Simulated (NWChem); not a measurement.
System: CH3FSe; SMILES F[Se]C

Computed with NWChem. The geometry was optimised at PBE0/def2-SVP. Vertical excitations in the gas phase; the lowest state need not have the same character in each row.

For level B3LYP/def2-SVPD, TDA:

```yaml
lowest excitation, singlet (eV): 3.09
lowest state with f > 0.02, singlet (eV): 5.76
oscillator_strength_of_that_bright_state: 0.061
orbital gap (eV): 4.34
```

### Question
What are these values for level BHandHLYP/def2-SVPD, TDA?

### Answer
The lowest excitation, singlet (eV) is 3.25 and the lowest state with f > 0.02, singlet (eV) is 6.33. The oscillator strength of that bright state comes out as 0.076. The orbital gap (eV) is 6.98.
